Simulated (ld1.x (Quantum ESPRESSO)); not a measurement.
# Fe (Z = 26): variants of one RRKJ potential

Base potential:

ld1.x (Quantum ESPRESSO) 7.5 input, shortened:

```
&input
   title='Fe', zed=26., rel=2, dft='PZ', iswitch=3,
   config='[Ar] 3d6 4s2 4p0', rel_dist='average'
 /
 &inputp
   pseudotype=2, tm=.false., lloc=0,
   nlcc=.true.
 /
3
4P  2  1   0.00   0.00  3.05  3.05  0.0
3D  3  2   6.00   0.00  1.65  1.65  0.0
4S  1  0   2.00   0.00  2.30  2.30  0.0
 &test
   configts(1)='3d6 4s2 4p0'
 /
```

Open shells are filled in proportion to 2j + 1 (rel_dist='average').

All-electron outer shells of the reference configuration (LDA (PZ), scalar-relativistic, ld1.x):

```tsv
shell	level (eV)	outermost node (bohr)	outermost maximum (bohr)
3s	-93.51	0.33	0.70
3p	-59.93	0.30	0.72
3d	-7.75	–	0.71
4s	-5.49	1.01	2.38
4p	-1.44	1.10	3.29
```

Cutoffs, loose and tight: the cutoffs (Ry, on a coarse ladder) from which the occupation-weighted sum of valence levels, in a spherical-Bessel basis at the reference potential, stays within 10 and 1 mRy of its value at 400 Ry. They do not see the model core or the augmentation charge, which bear on the density cutoff. Test errors are all-electron minus pseudo excitation energies from the reference, over the configurations 3d6 4s1 4p0; 3d6 4s0 4p0; 3d5 4s0 4p0; 3d4 4s0 4p0; 3d6.5 4s1.5 4p0; 3d5 4s2 4p0; 3d7 4s1 4p0. A dash means not determined; rows that change the core or the reference have their own tests. The largest error is taken over the tests solved by every variant that gives reliable tests at all: 3d4 4s0 4p0; 3d5 4s0 4p0; 3d5 4s2 4p0; 3d6 4s0 4p0; 3d6 4s1 4p0; 3d6.5 4s1.5 4p0.

| change | outcome | cutoff, loose | cutoff, tight | bound ghosts | largest test error (meV) |
| --- | --- | --- | --- | --- | --- |
| base | generated | 70 Ry | 100 Ry | none | -1436 |
| wave 3d (bound): rc 1.65 bohr becomes 3d (bound): rc 1.10 bohr | generated | 140 Ry | 180 Ry | none | -2356 |
| wave 3d (bound): rc 1.65 bohr becomes 3d (bound): rc 1.52 bohr | generated | 80 Ry | 110 Ry | none | -1728 |
| wave 3d (bound): rc 1.65 bohr becomes 3d (bound): rc 1.76 bohr | generated | 55 Ry | 90 Ry | none | -1061 |
| wave 3d (bound): rc 1.65 bohr becomes 3d (bound): rc 2.06 bohr | generated | 45 Ry | 70 Ry | none | -214 |
| wave 3d (bound): rc 1.65 bohr becomes 3d (bound): rc 2.26 bohr | generated | 35 Ry | 50 Ry | none | +1007 |
| wave 3d (bound): rc 1.65 bohr becomes 3d (bound): rc 2.42 bohr | generated | 35 Ry | 45 Ry | none | +1922 |

**Question.** What comes out with this change to the base: wave 3d (bound): rc 1.65 bohr becomes 3d (bound): rc 1.26 bohr?

**Answer.** outcome: generated; cutoff, loose: 110 Ry; cutoff, tight: 160 Ry; bound ghosts: none; largest test error (meV): -2163.

Reading the sweep of the d radius (base included, trends over the rows without a ghost): The loose cutoff falls from 140 Ry at 1.1 to 35 Ry at 2.42 bohr. A larger radius leaves more room for a smooth pseudo-wave, so fewer plane waves are needed; a smaller one forces it to follow the all-electron wave where it bends sharply. The median size of the test errors (rows with all tests solved) is not monotonic: lowest 11.2 meV at 2.06 bohr, highest 258.5 meV at 1.1 bohr.
